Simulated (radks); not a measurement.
Spherical jellium clusters: N electrons in a uniform positive sphere of charge N and radius rs N^(1/3), rs = 4.87 bohr. Calculated with a radial shooting solver with Libxc functionals: non-relativistic Kohn-Sham, LDA (Slater exchange, Perdew-Wang correlation), spin-polarised, spherical densities. Levels are named by radial order and angular momentum (1s, 1p, 1d, 2s, ...), and open shells are averaged over m.

N = 31, configuration 1s2 1p6 1d10 2s2 1f(up 7, down 4). This is the lowest configuration that the search found. Occupied and some empty levels:

level    occupation  eigenvalue (eV)  <r> (bohr)
1s up             1          -4.2068       8.993
1s down           1          -4.1438       8.675
1p up             3          -3.7729       10.81
1p down           3          -3.6784       10.68
1d up             5          -3.2411       11.88
1d down           5          -3.1332       11.85
2s up             1          -3.0304       9.192
2s down           1          -2.9789       9.407
1f up             7          -2.6084       12.69
1f down           4          -2.4965       12.71
2p up             0          -2.1897       10.43
2p down           0          -2.1415       10.49
1g up             0          -1.8847       13.41
1g down           0          -1.7747       13.46
2d up             0          -1.3452       12.17
2d down           0          -1.2916       12.21

Energy (eV): total -58.1252, kinetic 38.329, external -2040.6, Hartree 1016.0, exchange-correlation -97.496, background 1025.6.

Electron density:

r (bohr)  n(r) (e/bohr^3)
1.08             0.002856
2.29             0.002562
3.50             0.002175
4.71             0.001847
5.91             0.001705
7.12             0.001793
8.33             0.002059
9.54             0.002365
10.7             0.002528
11.9             0.002376
13.2             0.001863
14.4             0.001167
15.6            0.0005825
16.8            0.0002412
18.0           0.00008869
19.2           0.00003021
20.4            9.876e-06
21.6            3.103e-06
22.8            9.545e-07
24.0            2.906e-07
